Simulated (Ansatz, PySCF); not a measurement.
Gas-phase reaction R1 → 2 P1 + P2, each structure at its B3LYP-D3(BJ)/def2-TZVP stationary point, reached from a drawn start (curvature not checked).
R1: H2O (SMILES O), charge 0, multiplicity 1.
P1: H atom, charge 0, multiplicity 2.
P2: O atom, charge 0, multiplicity 3.

```
level                 reaction energy (kJ/mol)  minus CCSD(T)/cc-pVQZ
--------------------  ------------------------  ---------------------
HF/cc-pVDZ                               618.9                 -342.7
HF/cc-pVTZ                               644.2                 -317.4
HF/cc-pVQZ                               649.1                 -312.5
SVWN5/def2-TZVPP                        1109.5                  147.9
PBE/def2-TZVPP                           974.7                   13.1
BLYP/def2-TZVPP                          967.8                    6.2
revPBE/def2-TZVPP                        947.2                  -14.4
r2SCAN/def2-TZVPP                        957.5                   -4.1
B97M-V/def2-TZVPP                        954.4                   -7.2
B3LYP/def2-TZVPP                         961.1                   -0.5
PBE0/def2-TZVPP                          945.4                  -16.2
BHLYP/def2-TZVPP                         915.7                  -45.9
M06-2X/def2-TZVPP                        962.8                    1.2
CAM-B3LYP/def2-TZVPP                     965.3                    3.7
wB97X-V/def2-TZVPP                       958.4                   -3.2
wB97M-V/def2-TZVPP                       966.2                    4.6
B2PLYP/def2-TZVPP                        956.0                   -5.6
MP2/cc-pVDZ                              881.4                  -80.2
MP2/cc-pVTZ                              955.7                   -5.9
MP2/cc-pVQZ                              978.7                   17.1
SCS-MP2/cc-pVDZ                          877.7                  -83.9
SCS-MP2/cc-pVTZ                          954.2                   -7.4
SCS-MP2/cc-pVQZ                          978.9                   17.3
CCSD/cc-pVDZ                             867.0                  -94.6
CCSD/cc-pVTZ                             928.8                  -32.8
CCSD/cc-pVQZ                             947.6                  -14.0
CCSD(T)/cc-pVDZ                          873.0                  -88.6
CCSD(T)/cc-pVTZ                          941.3                  -20.3
CCSD(T)/cc-pVQZ                          961.6                    0.0
```

 The comparison column counts from a level with limits of its own.

P less R. No zero-point or thermal terms; singlets are restricted closed shells; open shells are unrestricted; no spin–orbit coupling.

Frozen-core correlation throughout.

Programs: Ansatz (a first-principles code); PySCF for M06-2X. All values are computed, each at the level named.
